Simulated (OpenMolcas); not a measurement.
Levels of Sr+ by method

```json
{
  "Program": "OpenMolcas 26.06",
  "Basis": "ANO-RCC-VTZP [7s6p3d1f]",
  "Scalar Hamiltonian": "DKH2, point nucleus",
  "Active space": "1 electron in 9 orbitals (4d 5s 5p)",
  "State averaging": "2S+1 = 2 even, 6 roots; 2S+1 = 2 odd, 3 roots",
  "Spin-orbit coupling": "state interaction with AMFI integrals over the reference wave functions, term energies averaged over their components"
}
```

Methods on the same reference wave functions:
A. CASSCF
B. SS-CASPT2, IPEA 0.25 Eh, imaginary shift 0.1 Eh (closed shells correlated: 4s 4p)
C. XMS-CASPT2, IPEA 0.25 Eh, imaginary shift 0.1 Eh (closed shells correlated: 4s 4p)

Energies in cm⁻¹ above 5s ²S_1/2, the measured ground level; measured values from NIST Handbook of Basic Atomic Spectroscopic Data.

```tsv
Level	A	B	C	Measured
5s ²S_1/2	0.0	0.0	0.0	0.0
4d ²D_3/2	16184	17070	17230	14556
4d ²D_5/2	16452	17340	17490	14836
5p ²P°_1/2	21611	23680	23980	23715
5p ²P°_3/2	22139	24210	24510	24517
```

Deviations, from unrounded energies. A percentage is the sum of absolute deviations over the sum of measured energies, with the sign that they share, or ± where signs differ.

| Against measurement | Levels | A | B | C |
| --- | --- | --- | --- | --- |
| mean absolute deviation (cm-1) | 4 | 1900 | 1300 | 1400 |
| other configurations (%) | 4 | ±10.0 | ±6.9 | ±7.2 |

B, C lie about equally close to measurement and A furthest from it. The largest miss of B in the table is 4d ²D_3/2, by +2500 cm-1. The ranking rests on the paired levels alone, and a cruder setting can come out closer through cancelling errors.

Between B and C the level of the table that moves most is 5p ²P°_1/2, by 300 cm-1 (lowest in B, highest in C). Moves below CASPT2's spread within the term are not significant.

The mean deviations of B to C differ by less than CASPT2's widest spread within a term (140 cm-1), so their order carries little weight.

The lowest spin-free term lies below A's lowest term by 0.189 hartree in B, 0.191 hartree in C.

Term energies are means over components that CASPT2 splits; among the terms shown or strongly mixed into the levels shown the widest spread is 140 cm-1 (4d ²D, B). ANO sets are built for ground and valence states and can reach diffuse excited orbitals poorly. With one active electron the reference holds no correlation, so core polarisation is missing (holds for A). With one active electron, CASPT2 adds the correlation within the correlated inactive shells and between them and that electron, and leaves the splitting within a term as the reference gives it (holds for B; C). Measured partners are found by configuration, term and J. A level has none where our copy of the source lacks it or the pairing is in doubt (some pairs that miss far off the trend of their configuration count as doubtful), and it then counts in no deviation. Only configurations of the active space appear.

° marks odd parity.
